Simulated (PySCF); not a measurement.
Al(Me)(OSiH3)2, SMILES [CH3][Al]([O][SiH3])[O][SiH3] (CH9AlO2Si2) at its GFN2-xTB optimised geometry (Å):

```
15

Al     1.8799    -0.3341     0.0620
C      2.9464    -0.6750    -1.5775
H      4.0129    -0.5530    -1.3926
H      2.6567     0.0034    -2.3801
H      2.7810    -1.6872    -1.9476
O      0.2003    -0.3429     0.0000
Si    -1.4269    -0.3429     0.0000
H     -1.8589     1.0565     0.0000
H     -1.8799    -1.0565     1.1950
H     -1.8381    -1.0329    -1.2259
O      2.6168    -0.0336     1.5426
Si     3.2791     0.2605     2.9994
H      2.8323     1.5877     3.4274
H      4.7321     0.2185     2.8097
H      2.8269    -0.7930     3.9106
```

Level of theory: CAM-B3LYP/def2-TZVP (PySCF). Cells within 0.4 Å of a nucleus heavier than hydrogen are left out (blank, or x).

Map of the log10 of the electron density (e/bohr³), floored at −4 on the plane z = 0.0 Å:

```
|00000000000000000000000000000|
|00000000000000000000000000000|
|00000000000000000000000000000|
|00000000000000000000000000000|
|00000001110000000000000000000|
|00001122221100000000000000000|
|00012233332210000000000000000|
|00123344443321100000000000000|
|00123455654432222111111111000|
|01234567765443333322222222110|
|01234678876544444433333333211|
|01235678876655555544444443321|
|01235677877666676655555544332|
|01234567777677888766776555433|
|012345679x9778xx9878xx8655443|
|01234567xxx889xxx879xx9765443|
|01234567xxx789xx9878xx9665543|
|01234567787778898767887655443|
|01234566666667777665565555433|
|00234456665555666555455544332|
|00123445554444444444444443322|
|00112334444333333333333332211|
|00011233333222222222222222110|
|00001112221111111111111111000|
|00000001110000000000000000000|
|00000000000000000000000000000|
|00000000000000000000000000000|
|00000000000000000000000000000|
|00000000000000000000000000000|
```
Scale: ten equal steps from -4.00 (start of '0') to -0.047 (end of '9'), in the order '0123456789'; x runs from -4.00 to 4.00, y from -4.00 (bottom) to 4.00 (top).
